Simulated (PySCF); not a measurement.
ClH3MoN2S, SMILES [S]=[Mo](=[NH])([NH2])[Cl], multiplicity 1. Coordinates come from a PBE-D3(BJ)/def2-SVP optimisation. The spin state was assumed, not searched. The structure was generated by enumeration; whether it is a known compound was not checked. The def2 effective core potentials stand for the cores of Mo; spin–orbit coupling is left out. Other conformers were not sampled.

Calculation: PBE-D3(BJ)/def2-SVP (PySCF 2.14.0).

Harmonic wavenumbers (cm⁻¹): 136, 156, 185, 214, 247, 386, 401, 475, 518, 551, 583, 655, 721, 973, 1446, 3460, 3483, 3569. Rotational constants (GHz): 2.436, 1.683, 1.388; symmetry number 1.

**Question.** Work out the zero-point energy and the ideal-gas rigid-rotor harmonic-oscillator thermochemistry at 298.15 K and 1 atm.

**Answer.** ZPE = ½ Σ hcν = ½ × 18161 cm⁻¹ = 25.96 kcal/mol. H − E(el) = 31.25 kcal/mol. Entropy in cal/(mol K): translation 41.70, rotation 28.43, vibration 16.58, total 86.71. G − E(el) = 5.39 kcal/mol. Cp = 27.10 cal/(mol K). Modes under 150 cm⁻¹ make the vibrational entropy uncertain.
